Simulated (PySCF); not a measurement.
Electron correlation in K⁺ (potassium, charge +1)

[Ar], closed-shell 1S. Computed with PySCF 2.14 in x2c-QZVPPall with one added diffuse shell each of s, p, d, f type (12s8p5d4f, 89 functions), with the spin-free X2C one-electron Hamiltonian (Gaussian nucleus). Frozen: [Ne]; 8 electrons correlated.

```csv
level,correlation energy (mhartree)
CCSD,-209.47
(T),-5.89
CCSD(T),-215.36
```

Diagnostics: T1 = 0.0010, D1 = 0.0017, largest double amplitude 0.029.

Cost of the coupled-cluster step: about 8 core-seconds, for 8 correlated electrons.

Iterations:

```
CC2 = 0
CCSD nocc = 4, nmo = 84
frozen orbitals [0, 1, 2, 3, 4]
max_cycle = 100
direct = 0
conv_tol = 1e-08
conv_tol_normt = 1e-06
diis_space = 8
diis_start_cycle = 0
Init t2, MP2 energy = -601.505344261903  E_corr(MP2) -0.189147307205455
Init E_corr(CCSD) = -0.189147307218537
cycle = 1  E_corr(CCSD) = -0.205838638305441  dE = -0.0166913311  norm(t1,t2) = 0.0197151
cycle = 2  E_corr(CCSD) = -0.208676664514367  dE = -0.00283802621  norm(t1,t2) = 0.00497804
cycle = 3  E_corr(CCSD) = -0.20949321198844  dE = -0.000816547474  norm(t1,t2) = 0.00153391
cycle = 4  E_corr(CCSD) = -0.209478019132037  dE = 1.51928564e-05  norm(t1,t2) = 0.000173367
cycle = 5  E_corr(CCSD) = -0.209468899136926  dE = 9.11999511e-06  norm(t1,t2) = 3.01981e-05
cycle = 6  E_corr(CCSD) = -0.209469265008708  dE = -3.65871781e-07  norm(t1,t2) = 4.32722e-06
cycle = 7  E_corr(CCSD) = -0.20946942907047  dE = -1.64061762e-07  norm(t1,t2) = 1.05243e-06
cycle = 8  E_corr(CCSD) = -0.209469430732301  dE = -1.66183117e-09  norm(t1,t2) = 2.38824e-07
CCSD converged
E(CCSD) = -601.5256663854296  E_corr = -0.2094694307323007
CCSD(T) correction = -0.00589191277286693
```

This basis was not built for core-valence correlation, so the inner-shell part is incomplete.
